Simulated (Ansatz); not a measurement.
Cost and result for the atomization energy of `[OH][Al]([F])[Cl]` (5 atoms, 4 bonds).

```tsv
atom	x (Å)	y (Å)	z (Å)
O1	-1.181	-0.469	-0.268
Al2	0.311	0.005	0.329
F3	0.731	-0.474	1.834
Cl4	1.640	1.170	-0.759
H5	-1.501	-0.231	-1.137
```

Charge 0, multiplicity 1. The geometry is a stationary point of PBE0-D4/def2-TZVP. It is one conformer, not always the lowest. Program: Ansatz. Hardware: A = 2 threads of an AMD EPYC 7R13 on a shared host; B = 2 threads of an AMD EPYC 7R13 on a shared host and a share of an NVIDIA H100 80 GB. Times are those of one run each, without the atoms' runs, and a repeat can differ threefold. Electronic energies, without spin–orbit coupling; frozen cores. CCSD(T)/CBS extrapolates def2-TZVPP and def2-QZVPP, and its time is that of the two runs behind it. T1 = 0.011.

CCSD(T)/CBS is a level of theory with its own doubt, some kJ/mol a heavy atom from the limit and from the frozen cores, so smaller differences don't rank the functionals.

```csv
level,functions,wall time,atomization (kcal/mol),difference from CCSD(T)/CBS,per bond
LDA (SPW92)/def2-TZVPP [A],160,0.76 s,530.6,57.7,14.4
CCSD(T)/def2-SVP [A],69,1 s,432.2,-40.7,-10.2
BLYP-D4/def2-TZVPP [A],160,1.2 s,462.2,-10.7,-2.7
PBE-D4/def2-TZVPP (with forces) [A],160,1.4 s,470.4,-2.5,-0.6
BHLYP-D4/def2-TZVPP [A],160,1.6 s,442.9,-30.0,-7.5
CCSD(T)/def2-TZVPP [B],160,1.7 s,455.5,-17.4,-4.3
CAM-B3LYP-D4/def2-TZVPP [A],160,1.9 s,465.2,-7.7,-1.9
PBE-QIDH/def2-TZVPP [A],160,2.6 s,461.3,-11.6,-2.9
r2SCANh-D4/def2-TZVPP [A],160,2.8 s,464.4,-8.5,-2.1
CCSD(T)/def2-QZVPP [B],284,3 s,466.1,-6.8,-1.7
ωB97X-V/def2-TZVPP [A],160,3.7 s,466.3,-6.6,-1.6
B97M-V/def2-TZVPP [A],160,4 s,468.6,-4.3,-1.1
CCSD(T)/CBS(def2),–,4.7 s,472.9,0.0,0.0
```

The D4 term adds +3.6 kcal/mol with B3LYP and +1.9 kcal/mol with PBE0; it sums over pairs of atoms, weighted by their polarisabilities, and B3LYP, whose exchange is more repulsive, gets the larger term. Leaving LDA and LC-ωPBE aside and taking each functional with its dispersion term where it has one, the values spread over 27.5 kcal/mol, from BHLYP-D4 to PBE-D4. LDA lies +62.4 kcal/mol from PBE without D4, its usual overbinding. In def2-TZVPP, CCSD(T) changes the Hartree–Fock value by +113.1 kcal/mol (the triples alone add +8.0 kcal/mol) and MP2 by +136.1 kcal/mol; breaking electron pairs costs correlation energy, which Hartree–Fock lacks.

B3LYP here is the variant with VWN-RPA as its local correlation; programs differ in this.
